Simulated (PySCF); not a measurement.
Species: C2H9FN2Si.
Numbering: `[CH3:1][CH2:2][NH:3][Si@H:4]([NH2:5])[F:6]` (hydrogens: H7, H8, H9 on C1; H10, H11 on C2; H12 on N3; H13 on Si4; H14, H15 on N5)

All values: wB97X-D/def2-SVPD (PySCF, non-relativistic), on one gas-phase PBE0-D3(BJ)/def2-SVP geometry that isn't relaxed in the solvent. The solvent is an IEF-PCM continuum (van der Waals radii × 1.2). Only the electrostatic response of the medium enters.

Gas phase at wB97X-D/def2-SVPD: HOMO -8.86 eV, LUMO 2.24 eV, dipole 2.10 D.

What does the continuum do to the energy, the frontier levels and the dipole at wB97X-D/def2-SVPD in tetrahydrofuran and water?

```tsv
solvent	ε	E(solvent) − E(gas) (kcal/mol)	polarisation term (kcal/mol)	distortion of the solute (kcal/mol)	HOMO (eV)	LUMO (eV)	dipole (D)
tetrahydrofuran	7.426	-4.49	-4.92	0.43	-8.78	2.37	2.56
water	78.36	-5.52	-6.17	0.65	-8.77	2.38	2.67
```

The polarisation term is half the interaction of the solute with the surface charges that it induces; the rest is the cost of distorting the solute's density. The sum is the electrostatic part of solvation alone. The atom shares or the degeneracy of the LUMO differ from the gas phase in water, so that column needn't follow one orbital. From tetrahydrofuran to water the lowering changes by a factor 1.23, Onsager's factor (ε − 1)/(2ε + 1) by 1.21 and ε itself by 10.6.

Which radius a makes the point-dipole formula ΔE = −[(ε − 1)/(2ε + 1)]·μ²/a³ give the value in water, with the gas-phase dipole?

μ = 0.828 au and |ΔE| = 0.00880 Eh give a = 1.78 Å; the farthest nucleus lies 3.69 Å from the centroid of the nuclei, so such a sphere wouldn't even hold the nuclei. The formula assumes a rigid point dipole at the centre of a sphere.

How does the static polarisability (wB97X-D/def2-SVPD, frozen core, with the continuum's full static response) change?

```
         medium  isotropic (au)  principal values (au)  ⟨r²⟩ of the electrons (bohr²)
            gas            67.0       58.7, 63.9, 78.4                          914.9
tetrahydrofuran            83.2       75.5, 81.4, 92.7                          914.2
          water            88.0       81.0, 86.9, 96.0                          914.0
```

The isotropic value in water is 1.31 times the gas-phase one; no cavity-field correction is applied. ⟨r²⟩ is taken about the centre of nuclear charge.

Shape of the structure used: `[CH3:1][CH2:2][NH:3][Si@H:4]([NH2:5])[F:6]`: C1–C2–N3–Si4 -127°, C2–N3–Si4–N5 153°, H–N5–Si4–N3 156°, H–N5–Si4–N3 -49°.

The pairwise dispersion term of wB97X-D wasn't added to the energies; at a given geometry it leaves orbitals and properties as they are.
